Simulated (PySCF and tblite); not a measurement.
Results of a calculation; reference values are marked as such.
C₇H₇FN₂, numbered as in [N:1]#[C:2][c:3]1[cH:4][cH:5][cH:6][n:7]1[CH2:8][CH2:9][F:10].

Search: ETKDG and KDG, MMFF94s, GFN2-xTB, 90 starts; geometries at GFN2-xTB. Energies: B3LYP-D3(BJ)/def2-SVP (IEF-PCM, water), with GFN2-xTB thermal terms (modes under about 100 cm⁻¹ blended into free rotors). Symmetry numbers and mirror images are counted. Conformers within 2.5 kcal/mol (GFN2-xTB free energy) were kept, 4 at most. GIAO shieldings: WP04/pcSseg-1 (IEF-PCM, water). Shifts are against TMS (¹H), TMS (¹³C) at the same level. Run with PySCF (density fitting) and tblite.

(1) List the conformer-averaged shifts at 298.15 K.

(2) How do the conformers differ?

Shifts are unscaled: against experiment ¹³C can be off by 15 ppm or more and ¹H by 0.8 ppm.

## Answers

(1) ¹H: 7.18 (H4, 1H), 7.09 (H6, 1H), 6.44 (H5, 1H), 4.96 (H9, 2H), 4.45 (H8, 2H) ppm. ¹³C: 136.5 (C6), 132.7 (C4), 121.0 (C2), 117.3 (C5), 107.2 (C3), 92.0 (C9), 55.2 (C8) ppm.

(2) Torsions listed: C3–N7–C8–C9, N7–C8–C9–F10. Of a mirror pair one member is shown.
```json
{"conformer": "1", "shape": "-86°, -70°", "weight %": "68.1"}
{"conformer": "2", "shape": "102°, -68°", "weight %": "25.4"}
{"conformer": "3", "shape": "78°, 172°", "weight %": "6.5"}
```

```
signal      1      2      3  average
    H4   7.21   7.12   7.18     7.18
    H5   6.41   6.54   6.43     6.44
    H6   7.06   7.18   7.05     7.09
    H8   4.45   4.43   4.50     4.45
    H9   4.95   5.02   4.93     4.96
    C2  121.1  120.8  120.8    121.0
    C3  106.6  108.7  107.5    107.2
    C4  133.0  131.6  133.4    132.7
    C5  116.8  118.5  117.3    117.3
    C6  137.0  135.0  136.7    136.5
    C8   55.5   55.1   52.4     55.2
    C9   92.0   92.9   88.7     92.0
```
